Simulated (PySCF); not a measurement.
CH6F2Si2 (SMILES C[SiH2][SiH](F)F), singlet, geometry from GFN2-xTB, atoms displaced at random by about 0.08 Å a coordinate; B3LYP/STO-3G, gradient by finite differences run with PySCF.

The PySCF input:
```python
from pyscf import gto, scf, dft

mol = gto.Mole()
mol.atom = '''
    Si    0.981748    0.036650   -0.314283
    F     1.731567   -0.225129    0.816878
    F     1.012547    1.716431   -0.034131
    Si   -1.201828   -0.819304   -0.500109
    C    -2.120937   -0.342782    1.068697
    H     1.886178   -0.021151   -1.502818
    H    -1.851690   -0.277659   -1.780003
    H    -1.103885   -2.281324   -0.662265
    H    -2.226361    0.752992    1.219781
    H    -3.069289   -0.644618    1.013687
    H    -1.777094   -0.685445    1.915883
'''
mol.basis = 'sto-3g'
mol.charge = 0
mol.spin = 0
mol.verbose = 4
mol.build()

mf = dft.RKS(mol)
mf.xc = 'b3lyp'
mf.conv_tol = 1e-11
mf.kernel()
scan, done = mf.as_scanner(), []
scan.scf_summary = {}
def energy(d):
    c = mol.atom_coords()
    c[3, 2] += d
    e = scan(mol.set_geom_(c, unit='Bohr', inplace=False))
    done.append(scan.converged)
    return e
h = 0.05
fd = (energy(h) - energy(-h)) / (2 * h)
print('dE/dx =', fd)
```

It wrote (shortened):

```
PySCF version 2.14.0

[INPUT] verbose = 4
[INPUT] num. atoms = 11
[INPUT] num. electrons = 58
[INPUT] charge = 0
[INPUT] spin (= nelec alpha-beta = 2S) = 0
[INPUT] symmetry False subgroup None
[INPUT] Mole.unit = angstrom
[INPUT] Symbol           X                Y                Z      unit          X                Y                Z       unit  Magmom
[...]
nuclear repulsion = 308.884874205265
number of shells = 25
number of NR pGTOs = 117
number of NR cGTOs = 39
basis = sto-3g
ecp = {}

******** <class 'pyscf.dft.rks.RKS'> ********
method = RKS
initial guess = minao
damping factor = 0
level_shift factor = 0
DIIS = <class 'pyscf.scf.diis.CDIIS'>
diis_start_cycle = 1
diis_space = 8
diis_damp = 0
SCF conv_tol = 1e-11
SCF conv_tol_grad = None
SCF max_cycles = 50
direct_scf = True
direct_scf_tol = 1e-13
XC library pyscf.dft.libxc version 7.1.2
    S. Lehtola, C. Steigemann, M. J. T. Oliveira, and M. A. L. Marques,  SoftwareX 7, 1–5 (2018)
XC functionals = b3lyp
    P. J. Stephens, F. J. Devlin, C. F. Chabalowski, and M. J. Frisch,  J. Phys. Chem. 98, 11623 (1994)
radial grids:
    Treutler-Ahlrichs [JCP 102, 346 (1995); DOI:10.1063/1.469408] (M4) radial grids

becke partition: Becke, JCP 88, 2547 (1988); DOI:10.1063/1.454033
pruning grids: <function nwchem_prune>
grids dens level: 3
symmetrized grids: False
atomic radii adjust function: <function treutler_atomic_radii_adjust>
small_rho_cutoff = 0
Set gradient conv threshold to 3.16228e-06
Initial guess from minao.
tot grids = 139856
init E= -810.423101034858
[...]
cycle= 1 E= -810.086032832834  delta_E= 0.337  |g|= 0.574  |ddm|= 3.72
[...]
cycle= 2 E= -809.962506869497  delta_E= 0.124  |g|= 0.902  |ddm|= 2.53
[...]
cycle= 3 E= -810.234006697536  delta_E= -0.271  |g|= 0.101  |ddm|= 1.56
[...]
cycle= 4 E= -810.236993838621  delta_E= -0.00299  |g|= 0.0429  |ddm|= 0.235
[...]
cycle= 5 E= -810.237724112256  delta_E= -0.00073  |g|= 0.00549  |ddm|= 0.081
[...]
cycle= 6 E= -810.237737618665  delta_E= -1.35e-05  |g|= 0.000849  |ddm|= 0.013
[...]
cycle= 7 E= -810.237737881165  delta_E= -2.63e-07  |g|= 0.000243  |ddm|= 0.00184
[...]
cycle= 8 E= -810.237737904725  delta_E= -2.36e-08  |g|= 3.13e-05  |ddm|= 0.00046
[...]
cycle= 9 E= -810.237737905102  delta_E= -3.77e-10  |g|= 8.95e-06  |ddm|= 6.12e-05
[...]
cycle= 10 E= -810.237737905136  delta_E= -3.39e-11  |g|= 1.9e-06  |ddm|= 2.06e-05
[...]
cycle= 11 E= -810.237737905139  delta_E= -2.73e-12  |g|= 2.1e-07  |ddm|= 4.83e-06
[...]
[...]
converged SCF energy = -810.237737905139
converged SCF energy = -810.235952607204
[...]
   7 H     -1.851690000000  -0.277659000000  -1.780003000000 AA   -3.499186967596  -0.524699466021  -3.363718170904 Bohr
   8 H     -1.103885000000  -2.281324000000  -0.662265000000 AA   -2.086040323016  -4.311077561397  -1.251499471885 Bohr
   9 H     -2.226361000000   0.752992000000   1.219781000000 AA   -4.207212544413   1.422948653988   2.305052021948 Bohr
  10 H     -3.069289000000  -0.644618000000   1.013687000000 AA   -5.800115607140  -1.218151474965   1.915590806032 Bohr
  11 H     -1.777094000000  -0.685445000000   1.915883000000 AA   -3.358220957608  -1.295303323452   3.620494156710 Bohr

******** <class 'pyscf.scf.hf.RKS_Scanner'> ********
method = RKS_Scanner
initial guess = minao
damping factor = 0
level_shift factor = 0
DIIS = <class 'pyscf.scf.diis.CDIIS'>
diis_start_cycle = 1
diis_space = 8
diis_damp = 0
SCF conv_tol = 1e-11
SCF conv_tol_grad = None
SCF max_cycles = 50
direct_scf = True
direct_scf_tol = 1e-13
XC library pyscf.dft.libxc version 7.1.2
    S. Lehtola, C. Steigemann, M. J. T. Oliveira, and M. A. L. Marques,  SoftwareX 7, 1–5 (2018)
XC functionals = b3lyp
    P. J. Stephens, F. J. Devlin, C. F. Chabalowski, and M. J. Frisch,  J. Phys. Chem. 98, 11623 (1994)
radial grids:
    Treutler-Ahlrichs [JCP 102, 346 (1995); DOI:10.1063/1.469408] (M4) radial grids

becke partition: Becke, JCP 88, 2547 (1988); DOI:10.1063/1.454033
pruning grids: <function nwchem_prune>
grids dens level: 3
symmetrized grids: False
atomic radii adjust function: <function treutler_atomic_radii_adjust>
small_rho_cutoff = 0
Set gradient conv threshold to 3.16228e-06
tot grids = 139856
init E= -810.243424140229
[...]
cycle= 1 E= -810.238438950309  delta_E= 0.00499  |g|= 0.0171  |ddm|= 0.0649
[...]
cycle= 2 E= -810.238525106613  delta_E= -8.62e-05  |g|= 0.0129  |ddm|= 0.0571
[...]
cycle= 3 E= -810.238584492765  delta_E= -5.94e-05  |g|= 0.00157  |ddm|= 0.0214
[...]
cycle= 4 E= -810.238585430018  delta_E= -9.37e-07  |g|= 0.000195  |ddm|= 0.00308
[...]
cycle= 5 E= -810.238585444106  delta_E= -1.41e-08  |g|= 4.86e-05  |ddm|= 0.000397
[...]
cycle= 6 E= -810.238585445124  delta_E= -1.02e-09  |g|= 1.02e-05  |ddm|= 0.000123
[...]
cycle= 7 E= -810.238585445164  delta_E= -3.96e-11  |g|= 2.61e-06  |ddm|= 2.25e-05
[...]
cycle= 8 E= -810.238585445164  delta_E= -4.55e-13  |g|= 6.64e-07  |ddm|= 6.14e-06
[...]
Extra cycle  E= -810.238585445168  delta_E= -3.87e-12  |g|= 7.27e-07  |ddm|= 2.58e-06
converged SCF energy = -810.238585445168
dE/dx = 0.026328379636879617
```
